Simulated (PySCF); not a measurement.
Predicted microwave data (PBE0/pcSseg-1 in PySCF (dipole) on a GFN2-xTB geometry, gas phase) for one isomer of C7H14N2Si:

| Property | Result |
| --- | --- |
| Rotational constants | A = 1371, B = 930.7, C = 611.3 MHz |
| Dipole components | \|μa\| = 0.37 D, \|μb\| = 0.17 D, \|μc\| = 0.01 D |
| Inertial defect | -84.75 u·Å² |
| κ | -0.16 |

Question: Which candidate fits, each taken in the one conformer that was computed?
A. `[CH3:1][c:2]1[cH:3][c:4]([CH3:5])[n:6]([SiH:7]([CH3:8])[CH3:9])[n:10]1` with C4–N6–Si7–C8 -70°
B. `[CH:1]#[C:2][C@@H:3]1[CH2:4][NH:5][SiH2:6][N:7]1[CH2:8][CH2:9][CH3:10]` with Si6–N7–C8–C9 81°, N7–C8–C9–C10 -177°, C2–C3–C4–N5 -158°, C3–C4–N5–Si6 31°, C4–N5–Si6–N7 -14°, N5–Si6–N7–C8 -163°
C. `[CH3:1][CH2:2][CH2:3][c:4]1[cH:5][n:6][cH:7][n:8]1[SiH2:9][CH3:10]` with C1–C2–C3–C4 179°, C2–C3–C4–C5 -88°, C7–N8–Si9–C10 -98°
D. `[CH3:1][CH2:2][CH2:3][n:4]1[n:5][c:6]([SiH3:7])[cH:8][c:9]1[CH3:10]` with C1–C2–C3–N4 66°, C2–C3–N4–N5 69°
E. `[CH2:1]=[C:2]([SiH2:3][NH2:4])[N:5]([CH3:6])[CH2:7][C:8]#[C:9][CH3:10]` with C1–C2–Si3–N4 -132°, C2–Si3–N4–H 71° and -62°, C1–C2–N5–C6 6°, C2–N5–C7–C8 -116°
F. `[CH:1]#[C:2][Si@@H:3]1[NH:4][CH2:5][C@@H:6]([CH:7]([CH3:8])[CH3:9])[NH:10]1` with C5–C6–C7–C8 -59°, C2–Si3–N4–C5 -135°, Si3–N4–C5–C6 31°, N4–C5–C6–C7 -157°, C5–C6–N10–Si3 26°

Answer: B. It is C#C[C@@H]1CN[SiH2]N1CCC, an asymmetric top, point group C1. The candidates at the same level (rigid rotor, commonest isotopes):

```csv
SMILES,A (MHz),B (MHz),C (MHz),μa (D),μb (D),μc (D),Δ (u·Å²),point group,rotor
C#C[Si@@H]1NC[C@@H](C(C)C)N1,2431,611.8,543.8,0.60,0.19,0.38,-104.44,C1,near-prolate asymmetric top
CCCn1nc([SiH3])cc1C,1827,701.6,578.3,2.86,1.49,0.08,-123.07,C1,asymmetric top
Cc1cc(C)n([SiH](C)C)n1,1649,864.1,631.2,0.94,1.53,0.15,-90.58,C1,asymmetric top
C#C[C@@H]1CN[SiH2]N1CCC,1371,930.7,611.3,0.37,0.17,0.01,-84.75,C1,asymmetric top
C=C([SiH2]N)N(C)CC#CC,1451,760.0,554.9,2.63,1.23,0.50,-102.57,C1,asymmetric top
CCCc1cncn1[SiH2]C,1286,900.5,601.3,0.83,3.95,0.18,-113.66,C1,asymmetric top
```

`C=C([SiH2]N)N(C)CC#CC` has B 18 % too low; `CCCn1nc([SiH3])cc1C` has A 33 % too high; `CCCc1cncn1[SiH2]C` has A 6 % too low; `Cc1cc(C)n([SiH](C)C)n1` has A 20 % too high; `C#C[Si@@H]1NC[C@@H](C(C)C)N1` has A 77 % too high. No structure here is proved a minimum.
